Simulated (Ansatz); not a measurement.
Vertical singlet–triplet gap (eV) of eight silicon and germanium compounds: PBE beside PBE0, computed with Ansatz (an electronic-structure program) for isolated molecules in the bases named; differences from unrounded values. The eight are the first of their class met in an unordered collection, after screening for sound electronic states; none was chosen by its value. Functionals give these values as differences of separate SCF runs (ΔSCF), EOM-CCSD as a root; each molecule has one DFT geometry for both levels.

| molecule | basis | PBE0 | PBE | difference |
|---|---|---|---|---|
| C3H4FNSi, SMILES N#C/C=C\[SiH2]F | def2-SVPD | 3.50 | 3.58 | 0.08 |
| C4H11FSi, SMILES CC(C)C[SiH2]F | def2-SVPD | 7.28 | ? | ? |
| C2H3ClFNSi, SMILES C#C[Si@@](N)(F)Cl | def2-SVPD | 4.95 | 5.02 | 0.07 |
| Si(H)2(Cl)(Et) (C₂H₇ClSi), SMILES CC[SiH2]Cl | def2-SVPD | 6.91 | ? | ? |
| C₂H₈F₂Si₂, SMILES FC(F)C([SiH3])[SiH3] | def2-SVPD | 7.56 | 7.01 | -0.55 |
| Si(F)2(Br)(NH2) (BrF2H2NSi), SMILES N[Si](F)(F)Br | def2-SVPD | 6.52 | 5.99 | -0.53 |
| C3H4F2Si, SMILES C(F)(C#C[SiH3])F | def2-SVPD | 4.74 | 4.78 | 0.05 |
| C₄H₁₃NSi, SMILES N([SiH](C)C)CC | def2-SVPD | 5.56 | ? | ? |

Q: Fill in the missing entries. (An estimate is asked for; the answer gives what the named calculation found.)

A: 
- C4H11FSi, SMILES CC(C)C[SiH2]F, PBE: 6.77
- C4H11FSi, SMILES CC(C)C[SiH2]F, difference: -0.51
- Si(H)2(Cl)(Et) (C₂H₇ClSi), SMILES CC[SiH2]Cl, PBE: 6.40
- Si(H)2(Cl)(Et) (C₂H₇ClSi), SMILES CC[SiH2]Cl, difference: -0.52
- C₄H₁₃NSi, SMILES N([SiH](C)C)CC, PBE: 5.25
- C₄H₁₃NSi, SMILES N([SiH](C)C)CC, difference: -0.31

PBE lies below PBE0 in 5 and above it in 3 of the eight; the mean signed difference is -0.28 and the largest -0.55 eV.
